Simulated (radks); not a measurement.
Numerical settings for neutral iron, [Ar] 3d6 4s2. Method: non-relativistic Kohn-Sham, SCAN, spin-unpolarised, spherical densities, point nucleus; meta-GGA in the generalised Kohn-Sham scheme; computed with a radial shooting solver on a logarithmic mesh with Libxc functionals. The defaults (mesh step 0.008 in ln r, mesh end at 40 bohr or more with all orbitals vanishing there, Anderson mixing 0.5 over 9 steps, residual threshold near 1e-9 with the energy settled to 1e-9 hartree or 1e-11 of itself, here a cap of 92 iterations) give E = -1263.588 hartree and 4s at -5.451 eV in 43 iterations. Run on one thread of a shared host, so times are rough (Intel(R) Xeon(R) Platinum 8488C): 0.49 s of CPU time, 0.49 s wall, 43 iterations on 2669 mesh points. Changes against that run (0 stands for a change within the tolerance of the run):

setting,iterations,converged,E (mhartree),e(4s) (meV),CPU (s)
mesh step in ln r 0.08,14,no,diverged,-,0.04
mesh step in ln r 0.12,2,no,diverged,-,0.01
mesh step in ln r 0.005,92,no,+0.64,+0.0828,1.3
mesh end (bohr) 5,15,yes,+99.9,+2.53e+03,0.18
mesh end (bohr) 2,12,level above zero,+8.39e+03,+9.76e+04,0.11
residual threshold 1e-05,36,yes,0,+0.0294,0.43
residual threshold 0.01,13,yes,-0.0013,+1.8,0.23
mixing 0.01,92,no,0,0,0.86
"linear mixing, mixing 0.5",58,yes,0,0,0.38
"linear mixing, mixing 1",4,no,diverged,-,0.07
mixing history 3,68,yes,0,-0.00289,0.43
iteration cap 2,2,no,+145,-4.79e+03,0.04

Settled on a wrong energy, with an occupied level pushed above zero by the early mesh end: mesh end (bohr) 2 (+8.39 hartree). Apart from these: settings that end as converged yet miss the energy by more than 1 mhartree: mesh end (bohr) 5 (+0.0999 hartree). A mesh that ends early acts as a hard wall.
